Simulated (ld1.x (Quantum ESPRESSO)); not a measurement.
Reading a pseudo-wave (Co)

Columns: radius, all-electron u(r) and pseudo u(r) of the 4s shell (level -6.09 eV) of cobalt in the configuration [Ne] 3s2 3p6 3d7 4s1.5 4p0.5; PBE, scalar-relativistic, PAW scheme, ld1.x (Quantum ESPRESSO) 7.5.

| r (bohr) | all-electron | pseudo |
| --- | --- | --- |
| 0.103 | -0.0850 | -0.0233 |
| 0.205 | -0.1538 | -0.0469 |
| 0.308 | 0.0058 | -0.0720 |
| 0.410 | 0.1731 | -0.0985 |
| 0.513 | 0.2651 | -0.1274 |
| 0.615 | 0.2748 | -0.1584 |
| 0.718 | 0.2243 | -0.1921 |
| 0.820 | 0.1389 | -0.2278 |
| 0.923 | 0.0363 | -0.2660 |
| 1.025 | -0.0689 | -0.3055 |
| 1.128 | -0.1708 | -0.3464 |
| 1.230 | -0.2631 | -0.3873 |
| 1.332 | -0.3448 | -0.4278 |
| 1.435 | -0.4158 | -0.4674 |
| 1.538 | -0.4754 | -0.5048 |
| 1.640 | -0.5238 | -0.5387 |
| 1.743 | -0.5628 | -0.5691 |
| 1.845 | -0.5927 | -0.5947 |
| 1.948 | -0.6151 | -0.6154 |
| 2.050 | -0.6303 | -0.6303 |
| 2.153 | -0.6396 | -0.6396 |
| 2.255 | -0.6436 | -0.6436 |
| 2.358 | -0.6431 | -0.6431 |
| 2.460 | -0.6387 | -0.6387 |
| 2.562 | -0.6312 | -0.6312 |
| 2.665 | -0.6208 | -0.6208 |

Problem. How many radial nodes do the two functions have?

Solution. The all-electron 4s function has n − l − 1 = 3 (the table is too coarse to show those close to the nucleus); the pseudo-wave has 0, since the states of the same l below it are removed with the core.

Problem. At about which radius was the pseudo-wave matched?

Solution. 2.05 bohr, where the columns begin to agree (steps of 0.10 bohr).

Problem. Is the pseudo-wave norm-conserving?

Solution. No, it belongs to a PAW set: the norm inside the radius is not constrained, and the difference is carried by the augmentation charge.
